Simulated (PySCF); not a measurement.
Br₂Sn, triplet, at a GFN2-xTB geometry (such geometries of metal compounds can be far from the true shape) (the spin is typed, not shown lowest) (all electrons, no relativity). Base run: PBE0/STO-3G in PySCF.

The PySCF input:
```python
from pyscf import gto, scf, dft

mol = gto.Mole()
mol.atom = '''
    Sn   -0.025257    0.003540    1.259448
    Br    0.858150    1.385748   -0.886661
    Br   -0.822069   -1.390805   -0.912550
'''
mol.basis = 'sto-3g'
mol.charge = 0
mol.spin = 2
mol.verbose = 4
mol.build()

mf = dft.UKS(mol)
mf.xc = 'pbe0'
mf.kernel()
mo_i, mo_e, stable_i, stable_e = mf.stability(internal=True, external=False, return_status=True, nroots=6, tol=1e-6)
print('internally stable:', stable_i, ' externally stable:', stable_e)
if not stable_i:
    umf = mf.copy()
    umf.scf_summary = {}
    umf.kernel(umf.make_rdm1(mo_i, mf.mo_occ))
mf.analyze()
```

The bond that is stretched is that between atoms 3 and 1. A test that says stable can miss a lower solution.

The base run was repeated with changes; each row names its change, and settings that it needs were set with it.

```json
[
 {"change": "base", "ΔE vs base (kcal/mol)": "0.000", "<S^2>": "2.005", "E after following the instability (Eh)": "-11056.59351", "<S^2> there": "2.00", "stability test says": "internal instability", "outcome": "converged"},
 {"change": "bond × 1.25", "ΔE vs base (kcal/mol)": "29.70", "<S^2>": "2.012", "E after following the instability (Eh)": "-11056.55024", "<S^2> there": "2.00", "stability test says": "internal instability", "outcome": "converged"},
 {"change": "bond × 1.5", "ΔE vs base (kcal/mol)": "38.12", "<S^2>": "2.002", "E after following the instability (Eh)": "-11056.53217", "<S^2> there": "2.00", "stability test says": "internal instability", "outcome": "converged"},
 {"change": "bond × 1.8", "ΔE vs base (kcal/mol)": "38.02", "<S^2>": "2.002", "E after following the instability (Eh)": "-11056.53071", "<S^2> there": "2.00", "stability test says": "internal instability", "outcome": "converged"},
 {"change": "bond × 2.2", "ΔE vs base (kcal/mol)": "38.01", "<S^2>": "2.002", "E after following the instability (Eh)": "-11056.53026", "<S^2> there": "2.00", "stability test says": "internal instability", "outcome": "converged"},
 {"change": "bond × 3.0", "ΔE vs base (kcal/mol)": "-", "<S^2>": "-", "E after following the instability (Eh)": "-", "<S^2> there": "-", "stability test says": "-", "outcome": "not converged"}
]
```

On stretching, the SCF can end on different states; <S^2> shows the spin contamination of each.
